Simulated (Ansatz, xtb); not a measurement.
**Relative energy of two structures of BBrH7NSi2**

Structure X is a singlet given by its coordinates and structure Y is `BN([SiH3])[SiH2]Br`, a singlet. Both are isolated molecules in the gas phase, relaxed with B3LYP-D3(BJ)/def2-SVP; the shapes shown needn't be the lowest conformers.

X (Å):

```xyz
12

B     0.1555   -1.5378   -0.5198
Br   -1.0054    1.2416    1.4664
N     1.9814    0.5087    0.2139
Si    0.2763    0.4545   -0.2298
Si    2.5975   -1.0866    0.3766
H     0.2224   -1.9366   -1.6610
H    -0.4594   -2.2070    0.2753
H    -0.0043    1.3987   -1.3453
H     2.5044    1.3478    0.4512
H     3.7341   -1.4465   -0.5133
H     1.4648   -2.0312   -0.1400
H     2.8406   -1.5945    1.7535
```

Close contacts (Å): B1–Si4 2.02, Br2–Si4 2.27, N3–Si4 1.76, N3–Si5 1.72, Si4–Si5 2.85, B1–H6 1.21, B1–H7 1.21, B1–H11 1.45, N3–H9 1.02, Si4–H8 1.49, Si5–H10 1.49, Si5–H11 1.56, Si5–H12 1.49.

Y (Å):

```xyz
12

B     0.6706   -1.7999   -0.6208
Br    0.6059    1.2308    2.4065
N    -0.0929   -1.3153    0.4703
Si   -1.8207   -0.9568    0.1904
Si    0.6595   -0.9814    2.0227
H     1.8532   -2.0099   -0.4968
H     0.1225   -2.0038   -1.6802
H    -2.4313   -0.6456    1.5117
H    -2.4793   -2.1478   -0.4071
H    -1.9654    0.2117   -0.7171
H    -0.1173   -1.6140    3.1173
H     2.0693   -1.4294    2.0001
```

Q: Estimate which is lower in electronic energy at CCSD(T)/def2-SVP + ΔMP2/def2-TZVPP, and by roughly how much.

A: The CCSD(T)/def2-SVP + ΔMP2/def2-TZVPP calculation puts structure Y lower, by 29.8 kcal/mol.

Level by level:

```csv
level,geometry,E(Y) − E(X) (kcal/mol),departure from the last row (kcal/mol),"job, with rough time for the two"
B3LYP-D3(BJ)/def2-SVP,B3LYP-D3(BJ)/def2-SVP,−31.8,−2.1,"optimisation, 5.8 min"
HF/def2-SVP,B3LYP-D3(BJ)/def2-SVP,−42.0,−12.3,part of the CCSD(T) run
MP2/def2-SVP,B3LYP-D3(BJ)/def2-SVP,−34.7,−4.9,part of the CCSD(T) run
CCSD(T)/def2-SVP,B3LYP-D3(BJ)/def2-SVP,−34.5,−4.8,single point
CCSD(T)/def2-SVP + ΔMP2/def2-TZVPP,B3LYP-D3(BJ)/def2-SVP,−29.8,,"single point, 2.7 min"
```

None of the levels shown reverses the order. The largest departure from CCSD(T)/def2-SVP + ΔMP2/def2-TZVPP is that of HF/def2-SVP, 12.3 kcal/mol. Levels run at GFN2-xTB geometries aren't shown. The last row adds to CCSD(T) the change of the MP2 difference between the two basis sets, here +4.8 kcal/mol, a large step that makes the value less sure.

With thermal terms from frequencies at re-optimised GFN2-xTB minima (ideal gas, soft modes damped towards free rotors, one conformer each, 298.15 K, 1 atm): the zero-point term adds −0.7 kcal/mol; ΔH is −30.3 and ΔG −30.7 kcal/mol.

The correlated steps freeze 21 core orbitals; the filled d shell of Br is correlated, in a basis made for valence electrons. Codes used: Ansatz 0.2.0, xtb 6.7.1; the last row on 2 threads of Intel(R) Xeon(R) Processor @ 2.50GHz (Skylake/Cascade Lake) on a shared host.
